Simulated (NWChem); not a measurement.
System: MoSCl2F2; SMILES [Mo]([Cl])(=[S])([Cl])([F])[F]

```xyz
6

Mo     0.0264    -0.0004     0.2212
S     -2.0404     0.0020    -0.2105
F      1.8535    -0.0002     0.7498
F     -0.2327    -0.0028     2.0262
Cl     0.4977    -1.8784    -0.9102
Cl     0.4994     1.8789    -0.9079
```
Atoms are numbered in this order, from 1.

Results from NWChem. Coordinates come from a PBE0/def2-SVP optimisation. No frequency run checked for a minimum. def2 effective core potentials on Mo; no spin-orbit coupling. B3LYP is NWChem's, with the RPA form of VWN correlation. Total energies compare along this basis series because the functional is fixed.

```csv
level,basis functions,energy (Ha),highest occupied level (eV),orbital gap (eV),dipole (D)
B3LYP/def2-SVP,113,-1586.1407,-8.62,3.95,2.19
B3LYP/def2-SVPD,161,-1586.1714,-8.76,3.88,2.39
B3LYP/def2-TZVP,213,-1586.8666,-8.67,3.91,2.39
B3LYP/def2-TZVPP,244,-1586.8743,-8.65,3.93,2.29
```
